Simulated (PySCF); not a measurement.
Electron correlation in Ne²⁺ (neon, charge +2)

[He] 2s2 2p4, high-spin 3P determinant. Computed with PySCF 2.14 in 6-31G*, with the non-relativistic Hamiltonian (point nucleus). Frozen: 1s2; 6 electrons correlated.

MP2 pair energies summed by pair of shells (mhartree):

```json
{"pair": "2s-2p", "energy": "-28.04", "share (%)": "49.5"}
{"pair": "2p-2p", "energy": "-24.70", "share (%)": "43.6"}
{"pair": "2s-2s", "energy": "-3.89", "share (%)": "6.9"}
```

Total MP2 correlation energy: -56.63 mhartree.

Same-spin part -13.64 and opposite-spin part -42.99 mhartree; SCS-MP2 scales them by 1/3 and 6/5 to -56.14 mhartree.

```
  level  correlation energy (mhartree)
   CCSD                         -66.07
    (T)                          -0.73
CCSD(T)                         -66.80
```

Diagnostics: T1 = 0.0044, D1 = 0.0084, largest double amplitude 0.032.

Cost of the coupled-cluster step: 0.05 s of wall time on 1 thread of Intel(R) Xeon(R) 6975P-C (shared host), for 6 correlated electrons.

Iterations:

```
CC2 = 0
CCSD nocc = (np.int64(4), np.int64(2)), nmo = (13, 13)
frozen orbitals [[0], [0]]
max_cycle = 100
direct = 0
conv_tol = 1e-08
conv_tol_normt = 1e-06
diis_space = 8
diis_start_cycle = 0
Init t2, MP2 energy = -0.0566311064198747
Init E_corr(UCCSD) = -0.056631106421354
cycle = 1  E_corr(UCCSD) = -0.0635484599432127  dE = -0.00691735352  norm(t1,t2) = 0.0202559
cycle = 2  E_corr(UCCSD) = -0.0653491604604641  dE = -0.00180070052  norm(t1,t2) = 0.00558997
cycle = 3  E_corr(UCCSD) = -0.0660678181448839  dE = -0.000718657684  norm(t1,t2) = 0.0020523
cycle = 4  E_corr(UCCSD) = -0.0660688136562185  dE = -9.95511335e-07  norm(t1,t2) = 0.000425531
cycle = 5  E_corr(UCCSD) = -0.0660694775986235  dE = -6.63942405e-07  norm(t1,t2) = 5.32712e-05
cycle = 6  E_corr(UCCSD) = -0.0660692048681871  dE = 2.72730436e-07  norm(t1,t2) = 5.30425e-06
cycle = 7  E_corr(UCCSD) = -0.0660692489112178  dE = -4.40430307e-08  norm(t1,t2) = 1.00804e-06
cycle = 8  E_corr(UCCSD) = -0.0660692476998792  dE = 1.21133864e-09  norm(t1,t2) = 1.27906e-07
UCCSD converged
E(UCCSD) = -126.365879395909  E_corr = -0.06606924769987921
UCCSD(T) correction = -0.000727575713644078
```
